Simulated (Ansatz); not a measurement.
One change: `B[CH2][SnH]([Cl])[Cl]` becomes `[Cl][SnH]([Cl])[SeH]`.

Ansatz, PBE0-D4/def2-TZVP geometries, multiplicity 1. Each molecule was computed in one conformer, which needn't be the lowest.

Elements past krypton have def2 core potentials. Scalar relativity is left out up to krypton.

| property | `B[CH2][SnH]([Cl])[Cl]` |
| --- | --- |
| HOMO–LUMO gap (PBE/def2-TZVPP) / eV | 4.54 |
| HOMO energy (B3LYP/def2-TZVPP) / eV | -8.41 |
| size of the dipole moment (B3LYP/def2-TZVPP) / D | 3.08 |
| LUMO energy (PBE/def2-TZVPP) / eV | -2.87 |
| LUMO energy (ωB97M-V/def2-TZVPP) / eV | -0.01 |
| HOMO energy (PBE/def2-TZVPP) / eV | -7.42 |

Problem. What does the change do to each property? (Estimate.)

Solution. Ansatz gave: 
```
                                        property  `[Cl][SnH]([Cl])[SeH]`  shift
             HOMO–LUMO gap (PBE/def2-TZVPP) / eV                    3.59  -0.95
             HOMO energy (B3LYP/def2-TZVPP) / eV                   -7.47   0.94
size of the dipole moment (B3LYP/def2-TZVPP) / D                    2.47  -0.61
               LUMO energy (PBE/def2-TZVPP) / eV                   -2.95  -0.08
           LUMO energy (ωB97M-V/def2-TZVPP) / eV                   -0.13  -0.12
               HOMO energy (PBE/def2-TZVPP) / eV                   -6.54   0.88
```

With PBE0 the HOMO rises by 0.94 eV and the LUMO falls by 0.15 eV, so the gap narrows by about 1.09 eV. PBE moves the HOMO by 0.88 eV and ωB97M-V by 0.91 eV. Dipoles are sizes alone; their direction can turn.

B3LYP here is the variant with VWN-RPA as its local correlation; programs differ in this.

Spin–orbit coupling is left out; it splits and shifts lone-pair levels of the heavy atoms by tenths of an eV.
